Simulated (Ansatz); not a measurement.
Input file for Ansatz (a quantum-chemistry and plane-wave program): R-CCSD(T)/aug-cc-pVDZ on GeH4 (SMILES [GeH4]) with ghost functions. The run froze 14 orbitals, filled d shells among them.

Ansatz 0.2 input:
```yaml
crystal:
  periodic: [false, false, false]
  atoms:
    - {symbol: Ge, position_ang: [0.12721440, -0.06567561, 0.38920267]}
    - {symbol: H, position_ang: [0.50711535, 0.36237339, -1.03629169]}
    - {symbol: H, position_ang: [1.20839491, -0.99935054, 0.95173922]}
    - {symbol: H, position_ang: [-1.22211318, -0.79753565, 0.36392592]}
    - {symbol: H, position_ang: [0.01642066, 1.17908033, 1.28262354]}
basis:
  gaussian:
    orbitals: aug-cc-pVDZ
    ghost_atoms:
      - {symbol: Ge, position_ang: [-0.12668953, 0.06541114, 4.51067753]}
      - {symbol: H, position_ang: [1.34764690, 0.25096760, 4.12550746]}
      - {symbol: H, position_ang: [-0.77813680, -0.94708402, 3.55678877]}
      - {symbol: H, position_ang: [-0.85920895, 1.41057008, 4.40420966]}
      - {symbol: H, position_ang: [-0.22083784, -0.45875123, 5.95166577]}
magnetization: {spin_polarized: false}
correlation: {method: ccsd_t, electrons: outside_noble_gas}
scf: {lower_state_search: off}
```

Task: Give the final energy of this run.

Result: -2077.7958 hartree (reference determinant -2077.6442, T1 diagnostic 0.010).

Task: How many basis functions does it have, and what does it roughly cost on one machine?

Result: 144 functions; about 13 core-seconds (a rough figure).
